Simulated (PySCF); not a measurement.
CH6OSSi, SMILES CS[SiH2]O. Coordinates come from a ωB97X-D3(BJ)/def2-SVP optimisation. The structure was generated by enumeration, and PubChem lists no compound with its InChIKey, so it may never have been made. One conformer was computed; it need not be the lowest.

Computed equilibrium geometry at ωB97X-D3(BJ)/def2-SVP (PySCF confirms it by a frequency run) as bond lengths and angles (one conformer of several):
Atoms: Si1 O2 S3 C4 H5 H6 H7 H8 H9 H10. Bonded distances (Å): Si1–O2 1.662, Si1–S3 2.138, Si1–H5 1.494, Si1–H6 1.484, O2–H7 0.963, S3–C4 1.823, C4–H8 1.099, C4–H9 1.099, C4–H10 1.099. Bond angles (°): O2–Si1–S3 109.1, O2–Si1–H5 113.6, O2–Si1–H6 105.2, S3–Si1–H5 105.8, S3–Si1–H6 113.6, H5–Si1–H6 109.7, Si1–O2–H7 116.1, Si1–S3–C4 99.9, S3–C4–H8 111.5, S3–C4–H9 111.4, S3–C4–H10 106.8, H8–C4–H9 109.6, H8–C4–H10 108.5, H9–C4–H10 108.9.
